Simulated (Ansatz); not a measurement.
# A geometry optimisation of AlClH3Si2− with B3LYP-D3(BJ)/def2-SVPD

The starting geometry of this gas-phase singlet was optimised with GFN2-xTB.

```xyz
7

Al   -0.5680    0.1467   -0.1878
Cl   -1.8366   -0.4046   -1.8108
Si   -0.6957   -1.1735    1.7888
Si   -1.3055    0.9497    2.0869
H     0.3732    1.1692   -1.1064
H    -2.4690    1.4336    2.9434
H    -0.5845    2.2923    2.1014
```

Question: Where would you expect an optimisation with B3LYP-D3(BJ)/def2-SVPD to take it?

Answer: A bond breaks, giving a structure given below by its coordinates. Contacts that open: Al1–Si4 (2.52 → 3.03 Å).

The energy falls by 0.64 eV over 26 steps:

```tsv
step	E − E(last) (eV)
1	0.638
4	0.116
7	0.028
9	0.014
12	0.005
15	0.002
18	0.000
20	0.000
23	0.000
26	0.000
```

Final geometry (Å):

```xyz
7

Al   -0.8461    0.0916   -0.4664
Cl   -0.7415   -1.0616   -2.3793
Si   -1.7353   -0.9303    1.5129
Si   -1.2859    1.0491    2.3789
H    -0.2373    1.5275   -0.8473
H    -1.5494    1.4286    3.8216
H    -0.6904    2.3085    1.7951
```

No frequencies were run, so the end isn't proven a minimum. Run with Ansatz 0.2.0, 78 s on 2 threads of Intel(R) Xeon(R) Platinum 8259CL CPU @ 2.50GHz (Skylake/Cascade Lake), with other jobs on the host.
